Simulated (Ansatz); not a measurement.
H4InNOS, SMILES `[NH2][In]([OH])[SH]` at its PBE0-D4/def2-TZVP geometry, where that method's forces vanish. The species carries charge 0 and has multiplicity 1. In takes the def2 core potential.

| atom | x (Å) | y (Å) | z (Å) |
| --- | --- | --- | --- |
| N1 | -0.547 | -1.599 | 0.200 |
| In2 | 0.060 | 0.277 | -0.198 |
| O3 | 0.249 | 0.714 | -2.120 |
| S4 | 0.361 | 2.010 | 1.403 |
| H5 | -0.262 | -1.986 | 1.088 |
| H6 | -0.350 | -2.271 | -0.529 |
| H7 | 0.448 | 1.638 | -2.283 |
| H8 | 0.041 | 1.217 | 2.439 |

Q: For each bond, give half the difference of the two atoms' forces along it (eV/Å; positive pushes the atoms apart) under PBE-D4, r2SCAN-D4, B3LYP-D4, ωB97M-V in def2-TZVPP. (Estimate.)

A: Ansatz gave: 
```csv
bond,length (Å),PBE-D4,r2SCAN-D4,B3LYP-D4,ωB97M-V
N1–In2,2.012,0.07,0.06,0.13,-0.01
N1–H5,1.010,0.23,0.03,-0.04,-0.02
N1–H6,1.011,0.21,0.01,-0.06,-0.04
In2–O3,1.981,0.26,0.08,0.17,0.03
In2–S4,2.379,0.04,0.01,0.10,-0.06
O3–H7,0.960,0.41,0.05,-0.02,-0.06
S4–H8,1.344,0.25,0.01,-0.02,-0.09
```

B3LYP here is the variant with VWN-RPA as its local correlation; programs differ in this.
